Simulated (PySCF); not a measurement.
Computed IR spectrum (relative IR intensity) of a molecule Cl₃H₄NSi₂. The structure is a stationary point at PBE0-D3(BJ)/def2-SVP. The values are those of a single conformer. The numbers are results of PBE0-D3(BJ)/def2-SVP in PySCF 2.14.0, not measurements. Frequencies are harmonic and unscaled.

```tsv
ν (cm⁻¹)	relative intensity
216	3.3
323	12
450	7.1
617	73
656	9.3
714	22
798	32
929	15
938	100
958	31
1002	6.5
1190	68
2238	31
2242	25
2268	18
3624	18
```

Task: Which structure fits?
A) [SiH3]N[Si](Cl)(Cl)Cl
B) N[SiH2][Si](Cl)(Cl)Cl
C) Cl[SiH2]N[SiH](Cl)Cl

Result: A, [SiH3]N[Si](Cl)(Cl)Cl
